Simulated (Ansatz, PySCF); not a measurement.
Lewis adduct: AlH3 (SMILES [AlH3]) (first 4 atoms) with CH5N (SMILES CN); geometry from B3LYP-D3(BJ)/def2-TZVP.
(charge 0, multiplicity 1):
```xyz
11

Al    -0.32762     0.59589     1.67060
H     -0.75495    -0.86570     1.18551
H      0.92991     1.27228     0.95263
H     -1.49152     1.56324     2.18414
C     -0.38379    -0.55512     4.42811
N      0.53366     0.11413     3.47663
H     -1.23014     0.10312     4.61247
H      0.10734    -0.79405     5.37215
H     -0.75344    -1.46840     3.96674
H      0.90001     0.96987     3.88516
H      1.33853    -0.47800     3.28961
```

Basis-set superposition error: the interaction energy with monomers in their own basis, and in the dimer's basis (counterpoise).

The values were computed with Ansatz (Gaussian basis) for Hartree–Fock, density functionals and correlated methods; PySCF for 6-31G* rows, M06-2X. Each number belongs to the level named beside it.

```json
[
 {"level": "SVWN5/def2-TZVPPD", "uncorrected (kJ/mol)": "-179.6", "counterpoise (kJ/mol)": "-178.5", "difference": "1.1"},
 {"level": "PBE/def2-TZVPPD", "uncorrected (kJ/mol)": "-145.2", "counterpoise (kJ/mol)": "-144.3", "difference": "0.9"},
 {"level": "BLYP/def2-TZVPPD", "uncorrected (kJ/mol)": "-127.2", "counterpoise (kJ/mol)": "-126.2", "difference": "1.0"},
 {"level": "revPBE/def2-TZVPPD", "uncorrected (kJ/mol)": "-128.4", "counterpoise (kJ/mol)": "-127.5", "difference": "0.9"},
 {"level": "B97M-V/def2-TZVPPD", "uncorrected (kJ/mol)": "-159.2", "counterpoise (kJ/mol)": "-158.4", "difference": "0.9"},
 {"level": "B3LYP/6-31G*", "uncorrected (kJ/mol)": "-157.1", "counterpoise (kJ/mol)": "-140.8", "difference": "16.2"},
 {"level": "B3LYP/def2-TZVPPD", "uncorrected (kJ/mol)": "-138.8", "counterpoise (kJ/mol)": "-138.0", "difference": "0.8"},
 {"level": "M06-2X/def2-TZVPPD", "uncorrected (kJ/mol)": "-162.6", "counterpoise (kJ/mol)": "-161.8", "difference": "0.9"},
 {"level": "wB97M-V/def2-TZVPPD", "uncorrected (kJ/mol)": "-156.4", "counterpoise (kJ/mol)": "-155.6", "difference": "0.8"},
 {"level": "MP2/6-31G*", "uncorrected (kJ/mol)": "-170.4", "counterpoise (kJ/mol)": "-144.5", "difference": "25.9"}
]
```

The error is largest for MP2/6-31G* (25.9 kJ/mol) and smallest for wB97M-V/def2-TZVPPD (0.8 kJ/mol).

Ansatz is a program for electronic structure.
